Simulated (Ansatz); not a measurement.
`S[SiH2][TeH]` + CH₃OH → `CO[SiH2]S` + H₂Te at 298.15 K and 1 bar (ligand exchange at the Si–Te bond).

Gas-phase electronic energies from Ansatz, PBE0-D4/def2-TZVP geometries. CBS: MP2 limit from def2 TZ/QZ plus the TZ coupled-cluster correction, frozen cores. This one scheme is used for every species. Elements past krypton have def2 core potentials. For Te outer-core shells are correlated without core-valence functions, which leaves a few kJ/mol of doubt a bond. One conformer a species, not always the lowest.

```json
{"species": "`S[SiH2][TeH]`", "CCSD(T)/CBS energy (Eh)": "-957.02579", "H − E (kJ/mol)": "107.3", "S (J/(mol·K))": "343.6"}
{"species": "CH₃OH", "CCSD(T)/CBS energy (Eh)": "-115.61712", "H − E (kJ/mol)": "146.3", "S (J/(mol·K))": "238.2"}
{"species": "`CO[SiH2]S`", "CCSD(T)/CBS energy (Eh)": "-803.74459", "H − E (kJ/mol)": "202.2", "S (J/(mol·K))": "346.2"}
{"species": "H₂Te", "CCSD(T)/CBS energy (Eh)": "-268.91024", "H − E (kJ/mol)": "41.3", "S (J/(mol·K))": "228.4"}
```

H − E and S are ideal-gas, rigid-rotor, harmonic terms from PBE0-D4/def2-TZVP, for one conformer and one mirror image of each species. 1 Eh = 2625.50 kJ/mol, R = 8.31446 J/(mol·K).

**Question.** By hand: ΔE, ΔH, ΔS and ΔG.

**Answer.** ΔE = (-803.74459) + (-268.91024) − (-957.02579) − (-115.61712) = -0.01192 Eh = -31.3 kJ/mol. Δ(H − E) = 202.2 + 41.3 − 107.3 − 146.3 = -10.1, so ΔH = -41.4 kJ/mol. ΔS = 346.2 + 228.4 − 343.6 − 238.2 = -7.2 J/(mol·K). ΔG = -41.4 − 298.15 × (-7.2)/1000 = -39.3 kJ/mol.

**Question.** By hand: the equilibrium constant, and the temperature at which ΔG would vanish if ΔH and ΔS stayed fixed.

**Answer.** log₁₀ K = −ΔG/(RT ln 10) = 6.9. ΔG = 0 at ΔH/ΔS = 5750 K, far beyond where these terms or the molecules hold.

The number of gas molecules stays the same, so ΔS is small and ΔH decides. A doubt of 5 kJ/mol in ΔE shifts log₁₀ K by 0.9 here. Other conformers and mirror images would add mixing entropy, several J/(mol·K) or more a flexible species. Modes under 60 cm⁻¹, often nearly free rotors, make the harmonic entropy too high. These are equilibria of isolated gas molecules and say nothing of rates. Largest T1 diagnostic: 0.011 (customary marks: 0.02 for closed shells, 0.045 for open ones).
